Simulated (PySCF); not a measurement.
PySCF input (CCSD(T)/cc-pVDZ):

```python
from pyscf import gto, scf, mp, cc as ccmod

mol = gto.M(
    atom='''
    N     1.15580847   -0.31373315   -0.31237443
    Si   -0.46273495    0.16813804    0.16347789
    H     1.16009568   -1.03632747   -1.03690724
    H    -1.09165965   -0.96420542    0.89488048
    H    -1.30705422    0.50029215   -1.01420996
    H    -0.37375183    1.34244013    1.05416726
    ''',
    basis='cc-pvdz',
    charge=0,
    spin=1,
    verbose=4,
)

mf = scf.UHF(mol)
mf.conv_tol = 1e-10
mf.max_cycle = 100
mf.kernel()
mo, _, stable, _ = mf.stability(return_status=True)
if not stable:
    mf.kernel(mf.make_rdm1(mo, mf.mo_occ))
mp2 = mp.MP2(mf, frozen=6).run()
cc = ccmod.CCSD(mf, frozen=6)
cc.max_cycle = 100
cc.kernel()
et = cc.ccsd_t()
print(f'E(CCSD(T)) = {cc.e_tot + et:.9f}')
```

End of the output:

```
Extra cycle  E= -345.671137666444  delta_E= -2.05e-12  |g|= 5.54e-07  |ddm|= 1.04e-06
converged SCF energy = -345.671137666444  <S^2> = 0.75814844  2S+1 = 2.0081319
uhf_internal: lowest eigs of H = [0.08434086 0.41063289 0.50514078]
<class 'pyscf.scf.uhf.UHF'> wavefunction is stable in the internal stability analysis

******** <class 'pyscf.mp.ump2.UMP2'> ********
nocc = (np.int64(7), np.int64(6)), nmo = (46, 46)
frozen orbitals 6
E(UMP2) = -345.910145556289  E_corr = -0.239007889845721
E(SCS-UMP2) = -345.917584204167  E_corr = -0.246446537723116
E_corr(same-spin) = -0.0465726116443259
E_corr(oppo-spin) = -0.192435278201395

******** <class 'pyscf.cc.uccsd.UCCSD'> ********
CC2 = 0
CCSD nocc = (np.int64(7), np.int64(6)), nmo = (46, 46)
frozen orbitals 6
max_cycle = 100
direct = 0
conv_tol = 1e-07
conv_tol_normt = 1e-06
diis_space = 6
diis_start_cycle = 0
diis_start_energy_diff = 1e+09
Init t2, MP2 energy = -0.239007884271036
Init E_corr(UCCSD) = -0.239007884271313
cycle = 1  E_corr(UCCSD) = -0.267113406987642  dE = -0.0281055227  norm(t1,t2) = 0.0655634
cycle = 2  E_corr(UCCSD) = -0.274887994577083  dE = -0.00777458759  norm(t1,t2) = 0.0224109
cycle = 3  E_corr(UCCSD) = -0.278172422999374  dE = -0.00328442842  norm(t1,t2) = 0.0121182
cycle = 4  E_corr(UCCSD) = -0.278754625232064  dE = -0.000582202233  norm(t1,t2) = 0.0046202
cycle = 5  E_corr(UCCSD) = -0.278611021130121  dE = 0.000143604102  norm(t1,t2) = 0.00286128
cycle = 6  E_corr(UCCSD) = -0.278653380830187  dE = -4.23597001e-05  norm(t1,t2) = 0.000855584
cycle = 7  E_corr(UCCSD) = -0.278664568579237  dE = -1.11877491e-05  norm(t1,t2) = 0.000301753
cycle = 8  E_corr(UCCSD) = -0.27866505357798  dE = -4.84998743e-07  norm(t1,t2) = 0.000129017
cycle = 9  E_corr(UCCSD) = -0.278662840409043  dE = 2.21316894e-06  norm(t1,t2) = 7.02059e-05
cycle = 10  E_corr(UCCSD) = -0.278661888154727  dE = 9.52254316e-07  norm(t1,t2) = 4.25904e-05
cycle = 11  E_corr(UCCSD) = -0.278661225606649  dE = 6.62548078e-07  norm(t1,t2) = 3.44374e-05
cycle = 12  E_corr(UCCSD) = -0.278660963298339  dE = 2.6230831e-07  norm(t1,t2) = 2.87868e-05
cycle = 13  E_corr(UCCSD) = -0.278661130638821  dE = -1.67340482e-07  norm(t1,t2) = 1.99978e-05
cycle = 14  E_corr(UCCSD) = -0.278661171299342  dE = -4.06605205e-08  norm(t1,t2) = 8.94814e-06
cycle = 15  E_corr(UCCSD) = -0.27866122629534  dE = -5.49959988e-08  norm(t1,t2) = 3.76917e-06
cycle = 16  E_corr(UCCSD) = -0.278661231285605  dE = -4.99026503e-09  norm(t1,t2) = 1.81743e-06
cycle = 17  E_corr(UCCSD) = -0.278661237031659  dE = -5.7460533e-09  norm(t1,t2) = 9.46698e-07
UCCSD converged
E(UCCSD) = -345.9497989034754  E_corr = -0.2786612370316587
UCCSD(T) correction = -0.00590352365320755
E(CCSD(T)) = -345.955702427
```

It need not be the lowest isomer of its formula.
